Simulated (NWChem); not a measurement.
# CH5ClO2Si; SMILES O[Si@H](Cl)OC

```xyz
10

C      1.0313     1.9199     0.5536
O      0.3498     1.3588    -0.5569
Si    -0.5319    -0.0444    -0.5111
O     -1.8112     0.0207     0.5554
Cl     0.7058    -1.6146     0.1063
H      1.8026     1.2238     0.9526
H      0.3297     2.1771     1.3784
H      1.5357     2.8493     0.2221
H     -1.0227    -0.2547    -1.8941
H     -1.6940    -0.4825     1.3796
```
Atoms are numbered in this order, from 1.

Results from NWChem. Medium grid unless said otherwise, to which SCAN and Minnesota functionals are sensitive. The geometry was optimised at PBE-D3(BJ)/def2-SVP. Hybrids' shares of exact exchange are those that their runs print; pure functionals count as 0. The functionals differ in more than this share.

| row | share of exact exchange | highest occupied level (eV) |
|---|---|---|
| PBE/def2-SVP | 0.00 | -6.84 |
| BLYP/def2-SVP | 0.00 | -6.68 |
| B3LYP/def2-SVP | 0.20 | -8.18 |
| r2SCAN0/def2-SVP | 0.25 | withheld |
| PW6B95/def2-SVP | 0.28 | -8.62 |

Fit a straight line of the last column on the one before it, predict the withheld value, and compare with the run.


1. Means of the 4 shown rows: x = 0.120, y = -7.580. Slope Σ(x − x̄)(y − ȳ)/Σ(x − x̄)² = -0.4112/0.06080 = -6.763; intercept -6.768.
2. The shown rows scatter about the line by 0.067 (root mean square); the largest residual is +0.09, at BLYP/def2-SVP.
3. At x = 0.25 (r2SCAN0/def2-SVP; inside the shown range) the line gives -8.46.
4. The run gives -8.79, -0.33 from the line, 4.9 times the scatter.
